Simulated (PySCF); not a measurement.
CH₈ClSi₃ (doublet state).
Geometry (GFN2-xTB, Å), atoms numbered from 1 in this order:
```
atom  x, y, z in Å
C1     2.694   -0.514    0.245
Si2    1.261   -0.365   -0.865
Si3   -0.421    0.980    0.120
Si4   -2.447   -0.073    0.516
Cl5   -3.083   -0.944   -1.209
H6     3.476    0.224    0.283
H7     2.731   -1.236    1.043
H8     0.661   -1.677   -1.139
H9     1.646    0.254   -2.140
H10   -0.633    2.179   -0.709
H11    0.035    1.544    1.402
H12   -3.555    0.786    0.938
H13   -2.370   -1.157    1.498
```

The hyperfine couplings belong to this conformer and change with its torsions.

As a line formula: `[CH2][SiH2][SiH2][SiH2]Cl` [radical].

Computed, not measured: UKS B3LYP, pcH-1 on C Cl H Si, non-relativistic, mean-field spin-orbit, GIAO in PySCF 2.14.0. One conformer (not necessarily the lowest) at the GFN2-xTB geometry, without solvent, vibrations or thermal averaging. A GFN2-xTB geometry isn't a minimum of the functional, and hyperfine couplings can be far from their values at a DFT geometry. Stability of the SCF solution: not tested.

Problem. Break the g tensor into its mass correction, gauge correction and orbital-Zeeman/spin–orbit terms.

Solution. 
```tsv
Δg (ppm)	1	2	3
relativistic mass correction	-130	-130	-130
gauge correction	5	16	24
orbital Zeeman/spin–orbit	-5	292	716
total	-130	178	611
```

So g = 2.00219, 2.00250, 2.00293 and g_iso = 2.00254; the tensor is rhombic: the two nearest values differ by 42 % of g3 − g1. Axes: g3 points within 9° of the C1–Si2 bond.

Problem. How much does each term add to the isotropic shift?

Solution. The orbital-Zeeman/spin–orbit term 334, the mass correction -130 and the gauge correction 15 ppm, for a total of 220 ppm. The orbital-Zeeman/spin–orbit term is the largest in size. The mass correction is the same along every axis, so the anisotropy comes from the other two: their spans along these axes are 19 (gauge) and 722 ppm (orbital Zeeman/spin–orbit).

Problem. At 9.757 GHz, how far is the centre of the isotropic spectrum from where a free electron (g = 2.002319) resonates?

Solution. B = hν/(g μB) with μB/h = 13.99624 MHz/mT gives 348.15 mT for the free electron and 348.12 mT at g_iso, 0.04 mT lower.

Problem. What effective moment and Curie constant follow for a powder?

Solution. With the mean of g² = 4.0102 and S(S+1) = 0.75: μ_eff = √(⟨g²⟩S(S+1)) = 1.734 μB and χT = 0.12505·⟨g²⟩·S(S+1) = 0.376 cm³ K/mol (cgs; spin-Hamiltonian part alone).

Problem. In a frozen sample, at which fields do the three g values resonate at 9.5, 34, 94 and 263 GHz (hyperfine left aside), and which band first spreads them over more than twice a line width of 0.5 mT?

Solution. 
```csv
band,GHz,B(g3) mT,B(g2) mT,B(g1) mT,spread mT
X,9.5,338.88,338.95,339.01,0.13
Q,34.0,1212.83,1213.10,1213.28,0.45
W,94.0,3353.13,3353.86,3354.37,1.24
J,263.0,9381.63,9383.66,9385.10,3.47
```

The spread grows in proportion to the frequency. W band is the first where it exceeds 1.0 mT.

Largest spin populations (Mulliken): C1 (+1.02) and Si3 (+0.07). C1 is the only atom above +0.15. The angles at C1 add up to 359.0°, so it is planar; its axial dipolar tensor and the negative couplings of its protons fit spin in a p orbital normal to that plane.

The HOMO–LUMO gaps are 5.83 eV among the α and 4.99 eV among the β orbitals.

On one thread of an Arm Neoverse V2, shared host with 192 logical CPUs at a one-minute load of 139, this took 54 s wall (with the writing of density and orbital grids) and 0.81 GiB of memory at its peak.
